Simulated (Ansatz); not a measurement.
```yaml
crystal:
  periodic: [false, false, false]
  atoms:
    - {symbol: N, position_ang: [-0.965205, 0.394779, -1.042654]}
    - {symbol: In, position_ang: [1.252324, 0.340969, -1.030197]}
    - {symbol: N, position_ang: [0.965225, -0.394296, 1.042821]}
    - {symbol: In, position_ang: [-1.252314, -0.341016, 1.030173]}
    - {symbol: H, position_ang: [-1.379668, -0.206317, -1.745452]}
    - {symbol: H, position_ang: [-1.345936, 1.320854, -1.198955]}
    - {symbol: H, position_ang: [1.832499, 1.959005, -0.955042]}
    - {symbol: H, position_ang: [1.766560, -0.979629, -2.005923]}
    - {symbol: H, position_ang: [1.379731, 0.206726, 1.745643]}
    - {symbol: H, position_ang: [1.345913, -1.320411, 1.199053]}
    - {symbol: H, position_ang: [-1.831612, -1.959372, 0.954067]}
    - {symbol: H, position_ang: [-1.767517, 0.978728, 2.006457]}
basis:
  gaussian: {orbitals: def2-mTZVP, nuclear_model: gaussian}
hamiltonian: {xc: {name: HF}}
correlation: {method: mp2, frozen_orbitals: {N: 9}}
accuracy: high
output: {forces: true}
```

```sh
$ ansatz run in.yaml --threads 4 --pin off --events-out ev --progress --plain --max-ram 11315MiB
```

Shortened log:

```
Functional definition: HF
Error: "frozen_orbitals" has no count for In
```

(1) What is wrong with this run?

Results:

(1) Frozen orbitals are typed for one element alone, and the program wants a count for each. The input was rejected before any iteration.
